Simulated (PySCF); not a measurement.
TPSSh on As (arsenic, neutral), [Ar] 3d10 4s1 4p3 4d1, high-spin 6D determinant (an excited configuration). All numbers are calculated (PySCF 2.14, the spin-free X2C one-electron Hamiltonian (Gaussian nucleus), in aug-cc-pVDZ-DK (6s5p3d, 36 functions)).

```
cycle= 1 E= -2259.96234895268  delta_E= -0.00618  |g|= 0.0487  |ddm|= 0.319
cycle= 2 E= -2259.96282462579  delta_E= -0.000476  |g|= 0.0216  |ddm|= 0.14
cycle= 3 E= -2259.96296484774  delta_E= -0.00014  |g|= 0.000945  |ddm|= 0.0531
cycle= 4 E= -2259.96296537582  delta_E= -5.28e-07  |g|= 5e-05  |ddm|= 0.00529
cycle= 5 E= -2259.96296537842  delta_E= -2.6e-09  |g|= 4.33e-06  |ddm|= 0.000215
cycle= 6 E= -2259.96296537843  delta_E= -9.55e-12  |g|= 5.4e-07  |ddm|= 9.02e-06
converged SCF energy = -2259.96296537843  <S^2> = 8.75091  2S+1 = 6.0003033
```

Highest occupied orbital energy: 1.642 eV; ⟨L²⟩ = 6.00; populations by l: s 7.00, p 15.00, d 11.00.

Can this result be used?

Not for this state. The run converged. The outer electron is Rydberg-like, and this basis confines it to a smaller radius and binds it less than a complete one would. At TPSSh the highest occupied level has a positive energy, so only the finite basis holds that electron; for this excited configuration the basis is too tight for the outer shell.
